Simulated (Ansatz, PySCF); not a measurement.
Gas-phase reaction in SMILES: C=N (CH3N) → [CH-]=N + H+
Each molecule is optimised on its own at B3LYP-D3(BJ)/def2-TZVP (Ansatz, a first-principles code).
Geometry of the first species:
```
C
N 1 1.2631
H 2 1.0217 1 111.31
H 1 1.0903 2 118.89 3 -180.00
H 1 1.0949 4 116.21 2 -180.00
```
Charge 0, spin multiplicity 1.

Wanted: gas-phase deprotonation energy (enthalpy at 298 K, with B3LYP-D3(BJ) rigid-rotor harmonic-oscillator terms from PySCF), in eV. Valence correlation only, unless marked. Spin-orbit coupling is left out. No relativistic terms. Anions need diffuse functions: def2-D sets add few; the other sets have none. Basis-set limits of correlation are two-point, X^-3; Hartree-Fock from the larger set.

Level to compare with: CCSD(T)/CBS(def2-TZVPPD,def2-QZVPPD) (Ansatz), 17.55 eV. It is a level with limits of its own, and the differences hold the functionals' basis error too.

**Question.** Rank these functionals by how close they come to CCSD(T)/CBS(def2-TZVPPD,def2-QZVPPD), closest first: BLYP/def2-TZVPD (Ansatz); r2SCAN0/def2-TZVPD (Ansatz); BHLYP/def2-TZVPD (Ansatz).

**Answer.** r2SCAN0/def2-TZVPD (hybrid meta-GGA, 17.64 eV, difference 0.09), BHLYP/def2-TZVPD (global hybrid, 17.69 eV, difference 0.14), BLYP/def2-TZVPD (GGA, 17.35 eV, difference -0.20)
